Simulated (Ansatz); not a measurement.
Br$_{2}$Si, charge +1, doublet, at a GFN2-xTB geometry (a state made from the parent by changing its charge; the spin is typed, not shown lowest); HF/6-31G* in Ansatz (an electronic-structure program).

Here is a job for Ansatz.
Ansatz 0.2 input:
```yaml
crystal:
  periodic: [false, false, false]
  atoms:
    - {symbol: Si, position_ang: [-0.01521577, -0.00237586, 0.77983544]}
    - {symbol: Br, position_ang: [1.07276535, -1.63797801, -0.14008693]}
    - {symbol: Br, position_ang: [-1.06667904, 1.63892835, -0.17184725]}
basis:
  gaussian:
    orbitals: 6-31G*
hamiltonian:
  xc: hf
total_charge: 1
magnetization: {spin_polarized: true, initial_magnetization: 1}
```

What the program printed (banner, timings and long lists left out):

```
Functional definition: HF
827 factors; integrals over basis functions are off by at most 8.7e-4 eV
mean field evaluation 1: about -147833.9940 eV, gradient 1.6e1 eV
mean field evaluation 2: about -147834.0160 eV, gradient 1.6e1 eV
mean field evaluation 4: about -147835.8769 eV, gradient 2.0e0 eV
mean field evaluation 8: about -147835.9885 eV, gradient 1.9e-1 eV
mean field evaluation 16: about -147835.9900 eV, gradient 7.4e-6 eV
mean field -147835.99000755 eV, -5432.8724259444 hartree, gradient 7.4e-6 eV, S^2 0.766790; 0 other end points of the search recorded, 0 dependent functions left out
reference -147835.99000755 eV, -5432.8724259444 hartree; 42, 41 occupied and 47, 48 virtual orbitals, 827 factors
Total energy: -147835.99000755 eV, -5432.8724259444 hartree
```
